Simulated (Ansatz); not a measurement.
Ansatz (an electronic-structure program) input:

Ansatz 0.2 input:
```yaml
crystal:
  periodic: [false, false, false]
  atoms:
    - {symbol: Al, position_ang: [0.00000000, 0.00000000, 0.00000000]}
    - {symbol: F, position_ang: [0.00000000, 0.00000000, 1.59180744]}
    - {symbol: F, position_ang: [-0.00000000, -0.00000000, -1.59180744]}
basis:
  gaussian:
    orbitals: def2-TZVP
hamiltonian:
  xc: b3lyp
  dispersion: d3bj
total_charge: 1
phonons: {temperatures: {t_min: 298.15, t_max: 298.15, t_step: 100}}
```

Problem. What final total energy does it print?

Solution. -442.02447 Eh (B3LYP-D3(BJ)/def2-TZVP). The basis has 99 functions.
